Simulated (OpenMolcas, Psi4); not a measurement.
How basis sets differ on C2H3ClSi (SMILES ClC1=C[SiH2]1)

C2H3ClSi: 7 atoms, total charge 0, spin state singlet. As SMILES, `ClC1=C[SiH2]1`. Geometry: relaxed at PBE0-D4/def2-TZVP.

Each level gives the dipole moment (D). The values are calculated.

| level | kind | program | value (D) | CPU time |
| --- | --- | --- | --- | --- |
| HF/STO-3G | Hartree–Fock | Psi4 | 2.89 | 1.3 s |
| HF/3-21G | Hartree–Fock | OpenMolcas | 2.12 | 4.3 s |
| HF/ANO-RCC-VDZP (DKH2, RICD fitting) | Hartree–Fock | OpenMolcas | 1.71 | 8.3 s |
| HF/def2-SVP | Hartree–Fock | OpenMolcas | 1.60 | 11 s |

The values span 1.60 to 2.89 D. Magnitudes only. Sets without polarisation functions give poor dipoles. Times are those of the runs behind each value, whatever else they computed, on shared processors of several kinds: orders of magnitude only.
